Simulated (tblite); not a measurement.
C₄H₁₃PSSi.
SMILES with atom numbers: `[CH3:1][CH:2]([CH3:3])[P@H:4](=[S:5])[CH2:6][SiH3:7]` (hydrogens: H8, H9, H10 on C1; H11 on C2; H12, H13, H14 on C3; H15 on P4; H16, H17 on C6; H18, H19, H20 on Si7)

Geometry (GFN2-xTB, Å), atoms numbered from 1 in this order:
```xyz
20
C4H13PSSi angstrom
C     -1.8549   -1.0579   -0.7282
C     -1.3582    0.1251    0.0906
C     -2.2030    1.3710   -0.1417
P      0.3821    0.5296   -0.4267
S      0.6033    1.0517   -2.2708
C      1.4461   -0.8350    0.1434
Si     3.2765   -0.2826    0.1254
H     -1.3028   -1.9649   -0.4839
H     -1.7237   -0.8480   -1.7904
H     -2.9120   -1.2367   -0.5407
H     -1.3434   -0.1255    1.1583
H     -2.2014    1.6240   -1.2015
H     -1.7982    2.2184    0.4129
H     -3.2311    1.2056    0.1755
H      0.6763    1.5340    0.5120
H      1.1276   -1.1478    1.1386
H      1.2938   -1.6666   -0.5484
H      4.0511   -1.4229    0.6156
H      3.6681    0.0854   -1.2286
H      3.3987    0.8536    1.0436
```

All values are computed: GFN2-xTB (tblite) harmonic vibrations without scaling, gas phase. The method is semi-empirical: single wavenumbers can be off by several per cent or more. Modes of hydrogen on phosphorus and silicon can be 10 to 20 % off. One conformer, not necessarily the lowest.

Harmonic wavenumbers (cm⁻¹): 45.4, 54.4, 103.0, 107.3, 141.4, 177.5, 192.0, 214.3, 221.9, 295.0, 341.4, 425.8, 502.8, 527.9, 612.9, 676.3, 700.8, 742.5, 759.7, 767.9, 777.4, 804.1, 868.6, 870.7, 923.2, 938.1, 982.0, 1000.0, 1035.4, 1106.2, 1134.2, 1167.0, 1230.7, 1283.4, 1398.3, 1404.8, 1415.7, 1481.6, 1484.8, 1493.4, 1494.3, 2165.6, 2252.2, 2279.0, 2335.4, 2895.5, 2950.8, 2959.2, 2998.7, 3004.5, 3011.0, 3016.9, 3022.0, 3025.4.

A = 2200, B = 869.6, C = 739.0 MHz; mass 152.024 u (most abundant isotopes); point group C1, symmetry number 1.

What is the zero-point energy?

½Σν̃ = 33910 cm⁻¹ = 405.66 kJ/mol.

Entropy at 500 K, 1 bar (ideal gas, RRHO, classical rotation)?

Translation 182.26, rotation 131.17, vibration 245.96: S = 559.4 J/(mol K).

And Cp and H(500 K) − H(0)?

Cp = 259.12 J/(mol K), of which vibrations give 225.87 (their classical limit is 54 R = 449.0); H(500 K) − H(0) = 77.92 kJ/mol without the zero-point energy, 61.29 from vibrations.

Blend soft modes into free rotors: weight 1/[1 + (100 cm⁻¹/ν̃)⁴] for the oscillator and the rest for a rotor with moment μB/(μ + B), μ = h/(8π²ν), B = 10⁻⁴⁴ kg m². What vibrational entropy results?

226.81 J/(mol K) in place of 245.96, which changes −T·S at 500 K by +9.58 kJ/mol.

How do the functions run with temperature in this model?

```csv
T (K),S (J/(mol K)),Cp (J/(mol K)),H − H(0) (kJ/mol),G − H(0) (kJ/mol),ln q(vib)
50,253.8,61.6,2.23,-10.46,0.68
100,306.3,91.4,6.10,-24.53,2.24
298.15,446.2,181.0,33.05,-99.99,8.71
373.15,490.3,213.2,47.85,-135.13,11.03
750,677.6,323.6,151.34,-356.85,21.91
1000,777.0,366.6,237.96,-539.01,28.36
```

q(vib) and H(0) count from the zero-point level.

Which modes carry the vibrational entropy at 500 K?

45.4 cm⁻¹: 25.24; 54.4 cm⁻¹: 23.74; 103.0 cm⁻¹: 18.46; 107.3 cm⁻¹: 18.12; 141.4 cm⁻¹: 15.85; 177.5 cm⁻¹: 13.99 J/(mol K); the other 48 give 130.57 together.

Hindered rotation and anharmonicity are outside this model. Other conformers, if any are populated, would add a mixing term that is left out. The structure is chiral; the term R ln 2 for an equal mix with its mirror image is left out.

On Arm Neoverse V1, one thread, shared host with 32 logical CPUs at a one-minute load of 10, this took 0.91 s wall. The figure is for the frequency step alone.
